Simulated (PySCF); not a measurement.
Input of a driver script around PySCF for `[Br][AlH-]1[Cl+][AlH2-][Cl+]1`, coordinates in Å (PBE0-D3(BJ)/def2-SVP geometry):
```
{"job": {"kind": "eom", "basis": "aug-cc-pVDZ", "nee": 0}, "charge": 0, "multiplicity": 1}
Br     3.238383     0.710598     0.258729
Al     1.452225    -0.596731    -0.141845
Cl    -0.055940    -0.379878     1.578794
Al    -1.620933     0.501927     0.101266
Cl     0.007010     0.493195    -1.556885
H      1.584723    -2.100311    -0.560715
H     -1.905125     1.995410     0.509154
H     -2.646438    -0.644228    -0.241014
```

**Question.** What does the run print?

**Answer.** 
```
E(HF) = -3977.2170096485
E(MP2) = -3977.7916842975
E(CCSD) = -3977.8466607813
T1 diagnostic = 0.0082

EOM-IP-CCSD (eV)   Koopmans (eV)
  10.8511      11.4875
  11.0005      11.6203
  11.2176      11.9144
  11.9777      12.6699
  12.4254      13.2261
  12.7690      13.8559
  12.9624      14.0022
  13.3856      14.1998
```

Level of theory: CCSD and EOM-CCSD/aug-cc-pVDZ in PySCF, restricted Hartree–Fock reference, 29 core orbitals frozen, non-relativistic, gas phase, PBE0-D3(BJ)/def2-SVP geometry. Each EOM-IP line stands beside −ε of the orbital with the largest one-hole amplitude.

**Question.** What correlation energies follow, and how does the T1 diagnostic stand?

**Answer.** MP2 -0.57467 Eh, CCSD -0.62965 Eh; CCSD lies 55.0 mEh below MP2. T1 = 0.0082, below the customary warning level of 0.02.

**Question.** Which orbital leads each EOM-IP root, and how large is the one-hole share of its vector?

**Answer.** 10.85 eV: HOMO, one-hole share 0.96; 11.00 eV: HOMO-1, one-hole share 0.96; 11.22 eV: HOMO-2, one-hole share 0.95; 11.98 eV: HOMO-3, one-hole share 0.94; 12.43 eV: HOMO-4, one-hole share 0.94; 12.77 eV: HOMO-5, one-hole share 0.95; 12.96 eV: HOMO-6, one-hole share 0.95; 13.39 eV: HOMO-7, one-hole share 0.94.
